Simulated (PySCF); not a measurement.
GaCl₃, SMILES [Cl][Ga]([Cl])[Cl].

Coordinates come from a B3LYP-D3(BJ)/def2-SVP optimisation. The isomer is the one that the SMILES or the coordinates give; other isomers of the formula were not compared.

Computed with PBE/def2-TZVPD run with PySCF.

Symmetry labels are those of the subgroup C2v that the program uses (full group D3h).

Computed valence orbital energies around the gap with their symmetry:
| orbital | symmetry | energy (eV) |
|---|---|---|
| HOMO−7 | B1 | -10.00 |
| HOMO−6 | A1 | -10.00 |
| HOMO−5 | B2 | -9.02 |
| HOMO−4 | A1 | -8.40 |
| HOMO−3 | B1 | -8.40 |
| HOMO−2 | B2 | -8.38 |
| HOMO−1 | A2 | -8.38 |
| HOMO | B1 | -8.08 |
| LUMO | A1 | -3.22 |
| LUMO+1 | B2 | -2.46 |
| LUMO+2 | A1 | -0.20 |
| LUMO+3 | A1 | 0.12 |
